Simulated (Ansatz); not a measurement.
Consider the substitution at a C–C bond: `C[CH](C)[Al]([Cl])[Cl]` + `C[SeH]` → `C[Se]C` + `C[CH2][Al]([Cl])[Cl]`.

Calculated with Ansatz (gas phase, PBE0-D4/def2-TZVP geometries, no zero-point term in ΔE). CCSD(T)/CBS is the MP2 limit (def2-TZVPP, def2-QZVPP) plus CCSD(T) − MP2 in def2-TZVPP, frozen cores. DFT in def2-TZVPP. B3LYP here is the variant with VWN-RPA as its local correlation; programs differ in this. For Se outer-core shells are correlated without core-valence functions, which leaves a few kJ/mol of doubt a bond. Scalar relativity is left out up to krypton. Each species was taken in one conformer, which may not be the lowest.

(1) Is it downhill or uphill in electronic energy at CCSD(T)/CBS, and by how much? (Estimate.)

(2) What do these levels give: LDA (SPW92), B3LYP-D4, r2SCANh-D4, r2SCAN0-D4, B2PLYP, B3LYP, r2SCANh, LC-ωPBE, HF/def2-SVP, MP2/def2-SVP, CCSD/def2-TZVPP, MP2/def2-QZVPP? (Estimate.)

Largest T1 diagnostic among the species: 0.009.

## Answers

(1) Ansatz gave: Downhill: ΔE = -11.0 kJ/mol.

(2) The calculation gave: LDA (SPW92) -3.9, B3LYP-D4 -11.2, r2SCANh-D4 -11.1, r2SCAN0-D4 -10.5, B2PLYP -13.2, B3LYP -14.2, r2SCANh -12.1, LC-ωPBE -10.9, HF/def2-SVP -2.2, MP2/def2-SVP 5.4, CCSD/def2-TZVPP -9.8, MP2/def2-QZVPP -12.6 kJ/mol.

From BLYP to BHLYP (50 % exact exchange), in def2-TZVPP and without D4, ΔE moves by +3.4 kJ/mol. At CCSD(T), def2-SVP lies +18.7 kJ/mol from the extrapolated value and def2-TZVPP +1.3 kJ/mol. Leaving LDA and LC-ωPBE aside and taking each functional with its dispersion term where it has one, the values, not all of them listed here, spread over 4.0 kJ/mol, from B2PLYP to CAM-B3LYP-D4. LDA lies +8.9 kJ/mol from PBE without D4.
